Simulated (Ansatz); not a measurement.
Geometry optimisation, RKS r2SCAN-D4/def2-SVP in Ansatz.

Input:

```yaml
crystal:
  periodic: [false, false, false]
  atoms:
    - { symbol: Ga, position_ang: [-0.909077, -0.370512, 1.025057] }
    - { symbol: H, position_ang: [1.837732, -0.064701, 1.238104] }
    - { symbol: "N", position_ang: [2.075892, 0.146705, 0.250815] }
    - { symbol: H, position_ang: [1.740901, -0.635251, -0.313391] }
    - { symbol: H, position_ang: [1.538078, 0.971411, -0.018664] }
    - { symbol: "N", position_ang: [-1.227851, -0.074654, -0.794042] }
    - { symbol: H, position_ang: [-2.161923, -0.144117, -1.200219] }
    - { symbol: H, position_ang: [-0.574951, 0.171119, -1.537159] }
basis:
  gaussian: { orbitals: def2-SVP }
hamiltonian:
  xc: r2scan
  dispersion: d4
relax:
  f_tol: 0.03
  max_steps: 50
output:
  orbitals: {}
```

Run as:

```bash
$ ansatz run input.yaml --threads 2 --pin off --max-ram 3072MiB --backend cpu --events-out ev --progress --plain --runs-dir out
```

Q: Where does it end, and by what steps?

A: The forces met the threshold. After 6 steps the energy has fallen by 0.026 eV; H4 moved furthest, 0.20 Å.

| step | energy less start (eV) | largest force component (eV/Å) | accepted |
| --- | --- | --- | --- |
| 0 | 0.0000 | 0.636 | yes |
| 1 | 0.0097 | 1.325 | no |
| 2 | -0.0113 | 0.288 | yes |
| 3 | -0.0195 | 0.376 | yes |
| 4 | -0.0178 | 0.407 | no |
| 5 | -0.0254 | 0.067 | yes |
| 6 | -0.0258 | 0.019 | yes |

```xyz
8
Properties=species:S:1:pos:R:3
Ga -0.828 -0.364 1.029
H 1.982 -0.044 1.201
N 1.940 0.142 0.201
H 1.548 -0.667 -0.276
H 1.348 0.953 0.033
N -1.125 -0.064 -0.797
H -2.066 -0.115 -1.189
H -0.479 0.160 -1.553
```

Whether the end is a true minimum wasn't checked by a vibrational analysis.

Time of the run: 18 s on 2 threads of AMD EPYC 7R43 64-Core Processor (Zen 3) (shared host), peak memory 0.15 GiB.
